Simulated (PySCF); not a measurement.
**Field gradients at the hydrogen positions**

Compound: C4H4ClF3O.
Cartesian coordinates in Å at the PBE0-D3(BJ)/def2-SVP level; atoms count from 1:
```xyz
13
C4H4ClF3O angstrom
C     -1.7200   -0.3781    0.4261
C     -0.3549    0.2495    0.5204
F     -0.4414    1.6135    0.3782
C      0.5871   -0.2365   -0.5750
F      0.7903   -1.5646   -0.4280
F      0.0540   -0.0288   -1.7840
C      1.9720    0.4397   -0.4503
O      2.5124    0.5780    0.5922
Cl     2.6817    0.9168   -1.9781
H     -1.6462   -1.4691    0.5310
H     -2.1792   -0.1409   -0.5433
H     -2.3590    0.0124    1.2295
H      0.1329    0.0306    1.4845
```

Level: PBE0/pcSseg-1 (PySCF, non-relativistic); Q(2H) = 0.00286 b; rigid geometry, the same for H and D, with no vibrational averaging.

**Question.** What are Vzz, η and χzz (234.96 MHz × Q × Vzz) at all hydrogens?

**Answer.** 
```json
{"atom": "H10", "bonded to": "C1", "bond length (Å)": "1.099", "Vzz (au)": "0.2901", "η": "0.04", "χzz (kHz)": "195"}
{"atom": "H11", "bonded to": "C1", "bond length (Å)": "1.099", "Vzz (au)": "0.2892", "η": "0.04", "χzz (kHz)": "194"}
{"atom": "H12", "bonded to": "C1", "bond length (Å)": "1.098", "Vzz (au)": "0.2927", "η": "0.03", "χzz (kHz)": "197"}
{"atom": "H13", "bonded to": "C2", "bond length (Å)": "1.102", "Vzz (au)": "0.2653", "η": "0.06", "χzz (kHz)": "178"}
```

**Question.** Give the 2H NMR doublet splittings at H11 for a magnetic field along the z, y and x axes of the gradient: 3χ/2, 3χ(1 + η)/4, 3χ(1 − η)/4.

**Answer.** With |χ| = 194.3 kHz and η = 0.035: 292, 151 and 141 kHz, to first order and without motion.

Isolated species at its PBE0-D3(BJ)/def2-SVP geometry (one conformer only). The small basis limits the accuracy of the gradients.
